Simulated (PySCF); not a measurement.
Isomers of C7H13N, one conformer each; single-point electronic energies without zero-point terms and without any empirical dispersion term.

All values: CAM-B3LYP/def2-SVPD (PySCF, non-relativistic), each on one gas-phase PBE0-D3(BJ)/def2-SVP geometry that isn't relaxed in the solvent. The solvent is an IEF-PCM continuum (cavity from Bondi-type radii × 1.2). Specific hydrogen bonds and non-electrostatic terms are outside this model.

| isomer | relative energy, gas (kcal/mol) | dipole (D) |
| --- | --- | --- |
| `C[C@H](C#N)C(C)(C)C` | 0.0 | 4.13 |
| `C(C)(C)C(C#N)(C)C` | 0.9 | 4.11 |
| `C1C(CC1)N=C(C)C` | 20.0 | 2.01 |

**Question.** How do the relative energies look in chloroform (ε = 4.711)?

**Answer.** 
| isomer | relative energy, solvent (kcal/mol) | E(solvent) − E(gas) (kcal/mol) | dipole in solvent (D) |
| --- | --- | --- | --- |
| `C[C@H](C#N)C(C)(C)C` | 0.0 | -4.7 | 5.11 |
| `C(C)(C)C(C#N)(C)C` | 0.9 | -4.6 | 5.12 |
| `C1C(CC1)N=C(C)C` | 21.8 | -3.0 | 2.69 |

The order is unchanged. Conformers: `[CH3:1][CH:2]([CH3:3])[C:4]([CH3:5])([CH3:6])[C:7]#[N:8]` with C1–C2–C4–C5 -57°; `[CH3:1][C:2]([CH3:3])=[N:4][CH:5]1[CH2:6][CH2:7][CH2:8]1` with C2–N4–C5–C6 -89°, N4–C5–C6–C7 -139°, C5–C6–C7–C8 19°, C6–C7–C8–C5 -19°, N4–C5–C8–C7 139°. The gains span 1.7 kcal/mol, the gas-phase energies 20.0 kcal/mol.
